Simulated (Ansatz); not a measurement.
**Worked example: GaH2I + GeH3(SH) → GaH2(SH) + GeH3I**

Species: GaH2I `[GaH2][I]`, singlet; GeH3(SH), singlet; GaH2(SH), singlet; GeH3I `[GeH3][I]`, singlet. The partners trade I for SH: Ga–I and Ge–SH bonds give way to Ga–SH and Ge–I.

Shapes, held fixed at every level: PBE0-D4/def2-TZVP. Programs: Ansatz 0.2.0. The zero-point and thermal change to 298 K, harmonic and unscaled (PBE0-D4/def2-TZVP), is +0.3 kJ/mol.

At CCSD(T)/def2-TZVPP; 1 Eh = 2625.50 kJ/mol:

```
 species   energy (Eh)
   GaH2I  -2221.839470
GeH3(SH)  -2475.752636
GaH2(SH)  -2323.019402
   GeH3I  -2374.572634
```

Task: Work out ΔH(298 K) of the reaction at this level.

Result: 
1. Products less reactants: (-2323.019402) + (-2374.572634) − [(-2221.839470) + (-2475.752636)] = 0.000070 Eh = +0.2 kJ/mol.
2. With the thermal change: +0.2 + (+0.3) = +0.5 kJ/mol.

Other levels give -4.6 (SPW92/def2-TZVPP) to +0.4 kJ/mol (BHLYP-D4/def2-TZVPP). No measured value is set beside it here. For atoms past krypton def2 sets carry core potentials with scalar relativity. Relativity is left out for Ga, Ge unless named. Correlated rows may include outer-core shells of Ga, Ge, I, which these sets cover unevenly.
